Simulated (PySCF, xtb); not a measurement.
Ga(Et)(vinyl)(OMe) (C5H11GaO), SMILES C=[CH][Ga]([CH2]C)[O]C. Other conformers were not sampled.

Harmonic wavenumbers (cm⁻¹) from GFN2-xTB (xtb 6.7.1) at its own minimum, in rising order: 22, 46, 63, 65, 78, 96, 106, 164, 182, 221, 253, 399, 413, 446, 490, 610, 909, 919, 958, 979, 1014, 1053, 1105, 1135, 1135, 1183, 1201, 1211, 1395, 1405, 1414, 1443, 1484, 1487, 1496, 1498, 1632, 2894, 2904, 2931, 2932, 2947, 2955, 2984, 3002, 3008, 3025, 3059.

**Question.** What does B3LYP-D3(BJ)/def2-SVP in PySCF 2.14.0 give at its own minimum? (The exact figures need the calculation; the answer reports its results.)

**Answer.** 46, 64, 71, 94, 97, 120, 146, 207, 253, 274, 310, 465, 517, 586, 601, 626, 940, 967, 993, 1001, 1040, 1057, 1139, 1179, 1203, 1223, 1245, 1262, 1399, 1421, 1431, 1468, 1475, 1476, 1481, 1481, 1651, 2956, 3015, 3020, 3025, 3033, 3065, 3084, 3101, 3102, 3131, 3191. Paired by order, the mean absolute difference is 52 cm⁻¹ and the zero-point energies are 89.1 and 92.5 kcal/mol.
